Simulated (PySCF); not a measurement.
A series of related molecules.

All values: PBE0/pcSseg-1 (PySCF) at GFN2-xTB geometries, gas phase, one conformer each.

Question: Rank by the lowest Hirshfeld charge on any atom, lowest value first.
A. `C=[P@](C(C)(C)C)(C)P`
B. `CP(P)C(C)(C)C`
C. `CC(C)(C)[P@](C)(=O)P`

Answer: C (-0.399 e), A (-0.327 e), B (-0.167 e).

Question: Rank by dipole moment, lowest first.
A. `[CH3:1][C:2]([CH3:3])([CH3:4])[P@:5]([CH3:6])([PH2:7])=[S:8]` with C2–P5–P7–H 171° and -97°
B. `[CH3:1][C:2]([CH3:3])([CH3:4])[P@:5]([CH3:6])(=[O:7])[PH2:8]` with C2–P5–P8–H -170° and 98°
C. `[CH3:1][P:2]([PH2:3])[C:4]([CH3:5])([CH3:6])[CH3:7]` with C1–P2–P3–H -68° and -159°
D. `[CH2:1]=[P@:2]([CH3:3])([PH2:4])[C:5]([CH3:6])([CH3:7])[CH3:8]` with C1–P2–P4–H -38° and 54°

Answer: C (0.84 D), D (2.58 D), B (3.01 D), A (3.73 D).

Question: Rank by HOMO energy, highest first.
A. `CC(C)(C)[P@](C)(P)=S`
B. `C=[P@](C)(P)C(C)(C)C`
C. `CC(C)(C)[P@@](C)(P)=O`

Answer: B (-5.18 eV), A (-6.24 eV), C (-7.03 eV).

All values together:

```
              SMILES                                     change   formula  μ (D)  HOMO (eV)  LUMO (eV)  lowest IAO charge (e)  highest IAO charge (e)  lowest Hirshfeld charge (e)  highest Hirshfeld charge (e)
       CP(P)C(C)(C)C                                     parent   C5H14P2   0.84      -6.19       0.36             -0.607 (C)              +0.297 (P)                   -0.167 (C)                    +0.101 (P)
CC(C)(C)[P@](C)(=O)P            phosphine turned into its oxide  C5H14OP2   3.01      -7.03       0.27             -0.924 (O)              +1.327 (P)                   -0.399 (O)                    +0.387 (P)
C=[P@](C)(P)C(C)(C)C  phosphine turned into its methylene ylide   C6H16P2   2.58      -5.18       0.17             -0.914 (C)              +0.964 (P)                   -0.327 (C)                    +0.320 (P)
CC(C)(C)[P@](C)(P)=S          phosphine turned into its sulfide  C5H14P2S   3.73      -6.24      -0.33             -0.642 (C)              +0.875 (P)                   -0.318 (S)                    +0.304 (P)
```

Conformers: `[CH3:1][P:2]([PH2:3])[C:4]([CH3:5])([CH3:6])[CH3:7]` with C1–P2–P3–H -68° and -159°; `[CH3:1][C:2]([CH3:3])([CH3:4])[P@:5]([CH3:6])(=[O:7])[PH2:8]` with C2–P5–P8–H -170° and 98°; `[CH2:1]=[P@:2]([CH3:3])([PH2:4])[C:5]([CH3:6])([CH3:7])[CH3:8]` with C1–P2–P4–H -38° and 54°; `[CH3:1][C:2]([CH3:3])([CH3:4])[P@:5]([CH3:6])([PH2:7])=[S:8]` with C2–P5–P7–H 171° and -97°.

Q: Give the shifts from the parent, `CP(P)C(C)(C)C`.

A: 
| SMILES | change in μ (D) | change in HOMO (eV) | change in LUMO (eV) |
| --- | --- | --- | --- |
| CC(C)(C)[P@](C)(=O)P | +2.17 | -0.84 | -0.09 |
| C=[P@](C)(P)C(C)(C)C | +1.74 | +1.01 | -0.19 |
| CC(C)(C)[P@](C)(P)=S | +2.89 | -0.05 | -0.69 |
